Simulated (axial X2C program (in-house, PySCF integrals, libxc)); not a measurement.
## Spin–orbit effects down a group: molecules with Li (ions), CCSD

All values come from calculations with an axial X2C code built on PySCF integrals, spin-free (one-electron X2C) or two-component (2c: spin–orbit coupling with atomic mean-field Coulomb and Gaunt terms, which also bring small scalar terms), in Dyall basis sets with cores contracted in-house; open shells are unrestricted.

Basis sets: Li dyall-cv3z, O dyall-av3z, S dyall-av3z, Se dyall-cv3z. Frozen shells (counts by l): LiO⁺ O 1s, Li 1s, 6 electrons correlated; LiS⁺ S 2s1p, Li 1s, 6 electrons correlated; LiSe⁺ Se 3s2p1d, Li 1s, 6 electrons correlated. Coupled cluster in natural virtuals with an MP2 remainder. Where the outer core of a metal is frozen, bonds come out longer and ionisation energies lower.

| molecule | spin-free state | Re (Å) | ωe (cm⁻¹) | De (eV) | 2c state | Re 2c (Å) | ωe 2c (cm⁻¹) | De 2c (eV) |
| --- | --- | --- | --- | --- | --- | --- | --- | --- |
| LiO⁺ | M_S = 1, Λ = 0 | 2.099 | 351.5 | 0.48 | Ω = 1 | 2.099 | 351.4 | 0.48 |
| LiS⁺ | M_S = 1, Λ = 0 | 2.498 | 329.5 | 0.77 | Ω = 1 | 2.498 | 329.4 | 0.75 |
| LiSe⁺ | M_S = 1, Λ = 0 | 2.611 | 308.3 | 0.85 | Ω = 1 | 2.613 | 306.3 | 0.75 |

Q: Work out the shifts from the spin-free to the two-component result.

A: 

```tsv
molecule	2c state	ΔRe (Å)	Δωe (cm⁻¹)	ΔDe (eV)
LiO⁺	Ω = 1	0.000	-0.1	0.00
LiS⁺	Ω = 1	0.000	-0.1	-0.02
LiSe⁺	Ω = 1	0.002	-2.0	-0.10
```

Shifts of one unit in the last digit are rounding.

Fragments in 2c: O + Li+, S + Li+, Se + Li+. Each entry is the lowest single determinant of a limited PBE0 search at one distance. De goes to single-determinant-based atoms at the same level (for ions the charge split of lowest energy) and is withheld (n/a) where an atom does not fit its ground term or J level. Main or longest-lived isotopes. One determinant is a doubtful description, or other states lie close, for LiO⁺, LiS⁺, LiSe⁺; these need not be ground states, and all values refer to the states named. Some open-shell Ω = 0 determinants are out of reach, so the Ω given for LiO⁺, LiS⁺, LiSe⁺ need not be the lowest component. With several unpaired electrons the Ω given is that of one determinant, not necessarily of the lowest component.
